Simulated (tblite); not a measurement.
Species: C6H6ClF.
Structure used (GFN2-xTB), in Å, numbered top down from 1:
```
atom  x, y, z in Å
C1    -2.3028    0.2853    1.1813
C2    -1.1475    0.1273    0.5623
C3     0.3178    0.0447    0.9888
C4     0.6068   -0.1693   -0.4912
C5     1.8663   -0.3676   -1.2234
Cl6    2.8467    1.1511   -1.1727
C7    -0.6946   -0.0668   -0.8082
F8    -1.3655   -0.1482   -1.9598
H9    -3.2326    0.3016    0.6384
H10   -2.3556    0.4030    2.2499
H11    0.5597   -0.7948    1.6378
H12    0.7236    0.9631    1.4082
H13    1.6910   -0.5943   -2.2745
H14    2.4860   -1.1356   -0.7591
```

Computed values, GFN2-xTB/tblite, gas phase, harmonic and unscaled. The method is semi-empirical: single wavenumbers can be off by several per cent or more. One conformer, not necessarily the lowest.

Harmonic wavenumbers (cm⁻¹): 40.0, 78.0, 160.5, 214.4, 239.0, 312.7, 417.3, 497.9, 553.0, 608.6, 688.6, 713.8, 740.9, 849.1, 893.3, 907.9, 964.3, 977.0, 1041.1, 1100.8, 1145.0, 1174.0, 1204.6, 1221.6, 1312.7, 1398.2, 1412.1, 1445.8, 1685.6, 1794.6, 2968.5, 2991.4, 2998.8, 3012.9, 3105.9, 3135.1.

A = 3271, B = 957.0, C = 805.8 MHz; mass 132.014 u (most abundant isotopes); point group C1, symmetry number 1.

Q: Zero-point energy?

A: Half the sum of the wavenumbers: 22003 cm⁻¹ = 62.91 kcal/mol.

Q: What is S at 298.15 K and 1 bar for an ideal gas of classical rigid rotors and harmonic oscillators?

A: Translation 40.57, rotation 29.23, vibration 21.38: S = 91.2 cal/(mol K).

Q: And Cp and H(298.15 K) − H(0)?

A: Cp = 30.65 cal/(mol K), of which vibrations give 22.70 (their classical limit is 36 R = 71.5); H(298.15 K) − H(0) = 5.70 kcal/mol without the zero-point energy, 3.33 from vibrations.

Q: Which modes carry the vibrational entropy at 298.15 K?

A: 40.0 cm⁻¹: 5.26; 78.0 cm⁻¹: 3.94; 160.5 cm⁻¹: 2.54; 214.4 cm⁻¹: 2.01; 239.0 cm⁻¹: 1.81; 312.7 cm⁻¹: 1.35 cal/(mol K); the other 30 give 4.47 together.

Q: What must be added to the electronic energy to get the Gibbs energy at 298.15 K and 1 bar?

A: ZPE + [H(298.15 K) − H(0)] − T·S = 62.91 + 5.70 − 27.19 = 41.42 kcal/mol.

Hindered rotation and anharmonicity are outside this model. Other conformers, if any are populated, would add a mixing term that is left out. The structure is chiral; the term R ln 2 for an equal mix with its mirror image is left out.

On Intel Xeon at 2.50 GHz, one thread (shared host), this took 1.6 s wall, 1.4 s CPU. The figure is for the frequency step alone.
